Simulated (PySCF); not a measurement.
Se(Cl)(SH) (ClHSSe), SMILES S[Se]Cl.

Coordinates come from a B3LYP-D3(BJ)/def2-TZVP optimisation. The values are those of a single conformer.

All values below come from B3LYP-D3(BJ)/def2-TZVP (PySCF 2.14.0).

Frequencies are harmonic and unscaled.

Computed harmonic wavenumbers and intensities:
```json
[
 {"mode": "1", "ν (cm⁻¹)": "156", "IR (km/mol)": "1.4", "moving atoms (share of kinetic energy)": "S 39 %, Cl 39 %, Se 21 %"},
 {"mode": "2", "ν (cm⁻¹)": "364", "IR (km/mol)": "49.1", "moving atoms (share of kinetic energy)": "Cl 60 %, Se 34 %"},
 {"mode": "3", "ν (cm⁻¹)": "384", "IR (km/mol)": "15.7", "moving atoms (share of kinetic energy)": "H 94 %"},
 {"mode": "4", "ν (cm⁻¹)": "410", "IR (km/mol)": "2.9", "moving atoms (share of kinetic energy)": "S 65 %, Se 26 %, Cl 9 %"},
 {"mode": "5", "ν (cm⁻¹)": "847", "IR (km/mol)": "2.6", "moving atoms (share of kinetic energy)": "H 97 %"},
 {"mode": "6", "ν (cm⁻¹)": "2622", "IR (km/mol)": "0.6", "moving atoms (share of kinetic energy)": "H 97 %"}
]
```
